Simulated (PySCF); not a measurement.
## Debugging a PySCF script (AlI⁺)

```python
from pyscf import gto, dft

mol = gto.M(
    atom='Al 0 0 0; I 0 0 2.735',
    basis='def2-svp',
    ecp={'I': 'def2-svp'},
    charge=1,
    spin=1,
    symmetry=True,
    verbose=4,
)
mf = dft.UKS(mol, xc='r2scan')
mf.level_shift = 5.0
mf.kernel()
mf.dip_moment()
print('orbital energies (hartree):', [e[max(0, n-3):n+3].round(4) for e, n in zip(mf.mo_energy, mol.nelec)])
```

```bash
$ OMP_NUM_THREADS=1 python input.py
```

The log, shortened:

```
[earlier lines left out]
tot grids = 41144
init E= -509.053203742593

cycle= 1 E= -539.477032249967  delta_E= -30.4  |g|= 2.65  |ddm|=  4.6
cycle= 2 E= -539.724871383884  delta_E= -0.248  |g|= 0.47  |ddm|= 0.324
cycle= 3 E= -539.760920900885  delta_E= -0.036  |g|= 0.259  |ddm|= 0.134
cycle= 4 E= -539.778997507886  delta_E= -0.0181  |g|= 0.207  |ddm|= 0.0847
cycle= 5 E= -539.790256755523  delta_E= -0.0113  |g|= 0.183  |ddm|= 0.0619
cycle= 6 E= -539.798523887865  delta_E= -0.00827  |g|= 0.166  |ddm|= 0.0514
cycle= 7 E= -539.804764875803  delta_E= -0.00624  |g|= 0.152  |ddm|= 0.0448
cycle= 8 E= -539.809955390197  delta_E= -0.00519  |g|= 0.142  |ddm|= 0.0404
cycle= 9 E= -539.814344110582  delta_E= -0.00439  |g|= 0.132  |ddm|= 0.0362
cycle= 10 E= -539.818065309546  delta_E= -0.00372  |g|= 0.123  |ddm|= 0.0328
[30 cycles left out]
cycle= 41 E= -539.844592871349  delta_E= -0.000141  |g|= 0.031  |ddm|= 0.00441
cycle= 42 E= -539.844724715628  delta_E= -0.000132  |g|= 0.0299  |ddm|= 0.0042
cycle= 43 E= -539.844845915343  delta_E= -0.000121  |g|= 0.0288  |ddm|= 0.004
cycle= 44 E= -539.84496060082  delta_E= -0.000115  |g|= 0.0277  |ddm|= 0.00385
cycle= 45 E= -539.845064351917  delta_E= -0.000104  |g|= 0.0268  |ddm|= 0.00365
cycle= 46 E= -539.845160015217  delta_E= -9.57e-05  |g|= 0.0259  |ddm|= 0.00348
cycle= 47 E= -539.845248599402  delta_E= -8.86e-05  |g|= 0.025  |ddm|= 0.00329
cycle= 48 E= -539.845331185354  delta_E= -8.26e-05  |g|= 0.0241  |ddm|= 0.00315
cycle= 49 E= -539.845408247901  delta_E= -7.71e-05  |g|= 0.0233  |ddm|= 0.00302
cycle= 50 E= -539.845479536315  delta_E= -7.13e-05  |g|= 0.0225  |ddm|= 0.0029
SCF not converged.
SCF energy = -539.845479536315 after 50 cycles  <S^2> = 0.76404841  2S+1 = 2.0139994

WARN: System has nonzero charge 1; the dipole moment is origin-dependent.
Location of origin: [0. 0. 0.]

Dipole moment(X, Y, Z, Debye):  0.00000,  0.00000,  0.97140
orbital energies (hartree): [array([-0.4829, -0.4532, -0.4532,  4.6749,  4.6749,  4.7446]), array([-0.558 , -0.4473, -0.4473,  4.5798,  4.7046,  4.7046])]
```

Which setting is at fault, why, and what does a mended input give?

The level shift (hartree) (5): a shift this large makes the steps tiny. With this edit
```diff
- mf.level_shift = 5.0
```
the run finishes: E(SCF) = -539.846491 Eh, 14 cycles, ⟨S²⟩ = 0.764.

The bond length is a typed value, not an optimised one. The dipole of an ion depends on the origin. No search for the lowest solution was made.
